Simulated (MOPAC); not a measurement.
MOPAC input (PM7):

```
PM7 PRECISE GNORM=0.05 LET XYZ GEO-OK AUX(PRECISION=9) THREADS=1
C3H13NSi2

C     2.32027000 1    1.44131900 1    0.18638500 1
Si    1.79047200 1   -0.19802200 1   -0.54540300 1
N     0.37623100 1   -0.85812900 1    0.20356200 1
Si   -1.29614800 1   -0.48941500 1   -0.07633400 1
C    -2.25841000 1   -0.72160600 1    1.51249500 1
C    -1.42403800 1    1.26701800 1   -0.71015400 1
H     1.54003300 1    2.19447100 1    0.06048800 1
H     2.52624900 1    1.34394200 1    1.25432800 1
H     3.22530200 1    1.80968100 1   -0.30334300 1
H     2.88407900 1   -1.18852300 1   -0.37961300 1
H     1.54084300 1    0.00333800 1   -1.99593400 1
H     0.55072700 1   -1.64389800 1    0.81453800 1
H    -1.88666600 1   -1.39387300 1   -1.10241900 1
H    -3.32280600 1   -0.53343400 1    1.35319500 1
H    -2.15938200 1   -1.74234000 1    1.88996300 1
H    -1.90362000 1   -0.03949700 1    2.28818300 1
H    -1.08447600 1    1.98392500 1    0.04027400 1
H    -2.46130400 1    1.50344900 1   -0.95786800 1
H    -0.83006000 1    1.41338500 1   -1.61475300 1
```

From the output:

```
                                                       MOPAC v23.2.5 Linux

          FINAL HEAT OF FORMATION =        -65.12835 KCAL/MOL =    -272.49702 KJ/MOL

          COSMO AREA              =        177.08 SQUARE ANGSTROMS
          COSMO VOLUME            =        181.92 CUBIC ANGSTROMS

          GRADIENT NORM           =          0.04685          =       0.01075 PER ATOM
          IONIZATION POTENTIAL    =          9.115907 EV
          HOMO LUMO ENERGIES (EV) =         -9.116  0.911
          NO. OF FILLED LEVELS    =         19
          MOLECULAR WEIGHT        =        119.3134         POINT GROUP:  C1

          MOLECULAR DIMENSIONS (Angstroms)

            Atom       Atom       Distance
            H    14    H     9     7.64725
            H    18    H    10     4.93350
            H    17    H    11     3.37131

          SCF CALCULATIONS        =        164

   ATOM   CHEMICAL          X               Y               Z
  NUMBER   SYMBOL      (ANGSTROMS)     (ANGSTROMS)     (ANGSTROMS)

     1       C          2.54342375  *   1.33352995  *  -0.53914190  *
     2      Si          1.97300022  *  -0.41463969  *  -0.21255364  *
     3       N          0.38848006  *  -0.52525868  *   0.59256136  *
     4      Si         -1.24291629  *  -0.27505622  *  -0.09672505  *
     5       C         -2.46322912  *  -1.16693122  *   1.00048570  *
     6       C         -1.73191174  *   1.53108220  *  -0.17817984  *
     7       H          1.87251540  *   1.84987014  *  -1.24942477  *
     8       H          2.55477883  *   1.93243941  *   0.38917688  *
     9       H          3.56013326  *   1.37859471  *  -0.96628802  *
    10       H          2.95087769  *  -1.04079668  *   0.67057479  *
    11       H          1.95664154  *  -1.12667796  *  -1.48524292  *
    12       H          0.41883897  *  -0.37428072  *   1.61925746  *
    13       H         -1.31360166  *  -0.82349317  *  -1.44686853  *
    14       H         -3.49466812  *  -1.11655361  *   0.60992323  *
    15       H         -2.19936817  *  -2.23675096  *   1.09790071  *
    16       H         -2.47419688  *  -0.73567883  *   2.01766119  *
    17       H         -1.66309781  *   2.00134037  *   0.81904903  *
    18       H         -2.76684361  *   1.66930483  *  -0.53630398  *
    19       H         -1.07376237  *   2.10216389  *  -0.85624732  *

                             CARTESIAN COORDINATES

   1    C        2.543423749     1.333529949    -0.539141899
   2   Si        1.973000223    -0.414639688    -0.212553643
   3    N        0.388480057    -0.525258683     0.592561364
   4   Si       -1.242916286    -0.275056224    -0.096725048
   5    C       -2.463229121    -1.166931215     1.000485705
   6    C       -1.731911740     1.531082202    -0.178179842
   7    H        1.872515403     1.849870144    -1.249424770
   8    H        2.554778832     1.932439411     0.389176875
   9    H        3.560133264     1.378594710    -0.966288019
  10    H        2.950877691    -1.040796682     0.670574786
  11    H        1.956641536    -1.126677965    -1.485242921
  12    H        0.418838971    -0.374280719     1.619257459
  13    H       -1.313601658    -0.823493167    -1.446868532
  14    H       -3.494668115    -1.116553607     0.609923227
  15    H       -2.199368168    -2.236750956     1.097900708
  16    H       -2.474196884    -0.735678828     2.017661193
  17    H       -1.663097811     2.001340373     0.819049027
  18    H       -2.766843607     1.669304832    -0.536303983
  19    H       -1.073762375     2.102163893    -0.856247316

           Empirical Formula: C3 H13 N Si2  =    19 atoms

      MOLECULAR POINT GROUP   :   C1

                  EIGENVALUES
 -34.70340 -25.69451 -24.98402 -24.00527 -16.54816 -15.75419 -14.42926 -14.35580
 -14.12467 -13.91009 -13.70514 -13.46450 -13.39908 -12.41348 -12.01445 -11.68943
 -11.47596 -11.29311  -9.11591   0.91105   1.79827   2.12252   2.41616   2.84337
   3.23136   5.84157   5.85446   5.88337   5.91175   5.92634   5.96451   6.25687
   7.04073   7.05693   7.11647   8.08076   8.65392  22.21837  22.68163  22.81029
  23.37560  23.72598  23.84512  24.10369  24.25350  24.76696  25.07535

              NET ATOMIC CHARGES AND DIPOLE CONTRIBUTIONS

  ATOM NO.   TYPE          CHARGE      No. of ELECS.   s-Pop       p-Pop       d-Pop
    1          C          -0.607194        4.6072     1.05043     3.55676
    2         Si           0.223435        3.7766     0.85899     2.70439     0.21319
    3          N          -0.755710        5.7557     1.56932     4.18639
    4         Si           0.290869        3.7091     0.81810     2.64479     0.24624
    5          C          -0.556474        4.5565     1.04562     3.51086
    6          C          -0.574026        4.5740     1.04747     3.52656
    7          H           0.165411        0.8346     0.83459
    8          H           0.164265        0.8357     0.83573
    9          H           0.166453        0.8335     0.83355
   10          H           0.061645        0.9384     0.93835
   11          H           0.065542        0.9345     0.93446
   12          H           0.287582        0.7124     0.71242
   13          H           0.086378        0.9136     0.91362
   14          H           0.164952        0.8350     0.83505
   15          H           0.167980        0.8320     0.83202
   16          H           0.160957        0.8390     0.83904
   17          H           0.161114        0.8389     0.83889
   18          H           0.165273        0.8347     0.83473
   19          H           0.161549        0.8385     0.83845
 DIPOLE           X         Y         Z       TOTAL
 POINT-CHG.     0.012    -0.092    -0.743     0.749
 HYBRID        -0.417     1.394     1.442     2.048
 SUM           -0.405     1.302     0.699     1.532

          ATOMIC ORBITAL ELECTRON POPULATIONS

     Atom    s        px        py        pz      x^2-y^2     xz        z^2       yz        xy
    1  C   1.05043   1.17711   1.20176   1.17789
    2 Si   0.85899   0.75223   0.92645   1.02571   0.04482   0.04214   0.03192   0.04149   0.05282
    3  N   1.56932   1.21839   1.76539   1.20261
    4 Si   0.81810   0.72073   0.91858   1.00549   0.05828   0.04217   0.04947   0.03890   0.05742
    5  C   1.04562   1.16766   1.17558   1.16761
    6  C   1.04747   1.17175   1.18382   1.17099
    7  H   0.83459
    8  H   0.83573
    9  H   0.83355
   10  H   0.93835
   11  H   0.93446
   12  H   0.71242
   13  H   0.91362
   14  H   0.83505
   15  H   0.83202
   16  H   0.83904
   17  H   0.83889
   18  H   0.83473
   19  H   0.83845

 **********************
 *                    *
 * JOB ENDED NORMALLY *
 *                    *
 **********************

 == MOPAC DONE ==
```

The geometry given is a B3LYP-D3(BJ)/def2-TZVP minimum.
